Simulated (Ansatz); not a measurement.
`[SiH3][SiH2][SnH3]` + HI → `[SiH3][SiH2]I` + `[SnH4]` at 600 K and 1 bar (cleavage of the Si–Sn bond).

Calculated with Ansatz (gas phase, PBE0-D4/def2-TZVP geometries, no zero-point term in ΔE). CCSD(T)/CBS is the MP2 limit (def2-TZVPP, def2-QZVPP) plus CCSD(T) − MP2 in def2-TZVPP, frozen cores. def2 core potentials past Kr. For I, Sn outer-core shells are correlated without core-valence functions, which leaves a few kJ/mol of doubt a bond.

```
             species  CCSD(T)/CBS energy (Eh)  H − E (kJ/mol)  S (J/(mol·K))
`[SiH3][SiH2][SnH3]`               -796.96755           233.0          488.2
                  HI               -298.03592            31.6          227.0
     `[SiH3][SiH2]I`               -878.63094           164.3          421.0
            `[SnH4]`               -216.39156            98.5          271.3
```

H − E and S are ideal-gas, rigid-rotor, harmonic terms from PBE0-D4/def2-TZVP. 1 Eh = 2625.50 kJ/mol, R = 8.31446 J/(mol·K).

Question: By hand: ΔE, ΔH, ΔS and ΔG.

Answer: ΔE = (-878.63094) + (-216.39156) − (-796.96755) − (-298.03592) = -0.01903 Eh = -50.0 kJ/mol. Δ(H − E) = 164.3 + 98.5 − 233.0 − 31.6 = -1.8, so ΔH = -51.8 kJ/mol. ΔS = 421.0 + 271.3 − 488.2 − 227.0 = -22.9 J/(mol·K). ΔG = -51.8 − 600 × (-22.9)/1000 = -38.1 kJ/mol.

Question: By hand: the equilibrium constant, and the temperature at which ΔG would vanish if ΔH and ΔS stayed fixed.

Answer: log₁₀ K = −ΔG/(RT ln 10) = 3.3. ΔG = 0 at ΔH/ΔS = 2262 K.

ΔH outweighs TΔS. A doubt of 5 kJ/mol in ΔE shifts log₁₀ K by 0.4 here. Modes under 60 cm⁻¹, often nearly free rotors, make the harmonic entropy too high. These are equilibria of isolated gas molecules and say nothing of rates. Largest T1 diagnostic: 0.014 (customary marks: 0.02 for closed shells, 0.045 for open ones).
